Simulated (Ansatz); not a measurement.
Total energies of `CCCCCCCCCC[S][Au]` from Ansatz at PBE0-D4/def2-SVP, gas phase (1 Eh = 27.2114 eV = 2625.5 kJ/mol). The reference geometry is relaxed at PBE-D4/def2-SVP.

```json
{"state": "charge 0 singlet", "geometry": "reference", "energy (Eh)": "-926.65415"}
{"state": "charge 1 doublet", "geometry": "reference", "energy (Eh)": "-926.35394"}
{"state": "charge 1 doublet", "geometry": "relaxed at PBE-D4/def2-SVP", "energy (Eh)": "-926.35429"}
{"state": "charge -1 doublet", "geometry": "reference", "energy (Eh)": "-926.69704"}
{"state": "free C atom (triplet)", "geometry": "–", "energy (Eh)": "-37.76066"}
{"state": "free S atom (triplet)", "geometry": "–", "energy (Eh)": "-397.83788"}
{"state": "free Au atom (doublet)", "geometry": "–", "energy (Eh)": "-135.69676"}
{"state": "free H atom (doublet)", "geometry": "–", "energy (Eh)": "-0.50029"}
```

In the def2 sets Au takes a core potential; there is no spin–orbit coupling.

(1) Work out the vertical ionisation energy to the doublet.

(2) Work out the vertical electron affinity, to the doublet.

(3) Give the fundamental gap IE − EA, the Mulliken electronegativity (IE + EA)/2 and the hardness (IE − EA)/2.

(4) How much does the charge 1 doublet relax, and what is the adiabatic ionisation energy?

(5) What is the binding energy per atom against free atoms?

(1) E(charge 1 doublet) − E(charge 0 singlet) = -926.35394 − (-926.65415) = 0.30021 Eh = 8.17 eV. For comparison, −ε of the highest occupied level is 6.22 eV at this level, 1.95 eV less.

(2) E(charge 0 singlet) − E(charge -1 doublet) = -926.65415 − (-926.69704) = 0.04289 Eh = 1.17 eV. The basis lacks diffuse functions, which makes affinities too small.

(3) From the values in Eh: IE − EA = 0.30021 − 0.04289 = 0.25732 Eh = 7.00 eV; (IE + EA)/2 = 4.67 eV; (IE − EA)/2 = 3.50 eV. The HOMO–LUMO gap of the same run is 3.37 eV, 3.63 eV smaller than the fundamental gap.

(4) Relaxation: -926.35394 − (-926.35429) = 0.00035 Eh = 0.01 eV. Adiabatic ionisation energy: 0.29986 Eh = 8.16 eV, without zero-point energy. 

(5) Atoms: 10 × (-37.76066) + 1 × (-397.83788) + 1 × (-135.69676) + 21 × (-0.50029) = -921.64733 Eh. Binding: -921.64733 − (-926.65415) = 5.00682 Eh = 136.24 eV, or 4.13 eV for each of 33 atoms (no zero-point energy, no counterpoise term).

At PBE0-D4/def2-SVP the highest occupied level of the charge -1 doublet lies above zero (up to 0.65 eV). By energy differences its removal costs 1.17 eV (vertical, to the charge 0 singlet, at PBE0-D4/def2-SVP); self-interaction error and the lack of diffuse functions both raise the level.
